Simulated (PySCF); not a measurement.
Numbering as in the mapped SMILES `[CH3:1][C:2]([CH3:3])([CH3:4])[O:5][SiH3:6]` (H(Xn): hydrogen on atom n).

Geometry: PBE0-D3(BJ)/def2-SVP; GIAO absolute shieldings from PySCF, gas phase, non-relativistic, averaged over equivalent atoms.

At PBE0/pcSseg-1 (169 basis functions, 35 s wall time on 1 thread of an Arm Neoverse N1, shared host):
```csv
atoms,σ (ppm)
C2,112.8
C1/C3/C4,152.9
O5,269.1
Si6,400.0
H(Si6),26.42
H(C1)/H(C3)/H(C4),30.00
```

Question: Estimate the result of repeating the calculation with KT2/pcSseg-1.

Answer: 
```tsv
atoms	σ at KT2/pcSseg-1	change
C2	108.8	-4.0
C1/C3/C4	152.0	-0.9
O5	255.6	-13.5
Si6	409.3	+9.3
H(Si6)	26.17	-0.25
H(C1)/H(C3)/H(C4)	29.87	-0.13
```

The largest change is at O5 (oxygen bonded to C, Si). Cost: 169 basis functions, 49 s wall time on 1 thread of an Arm Neoverse N1, shared host.
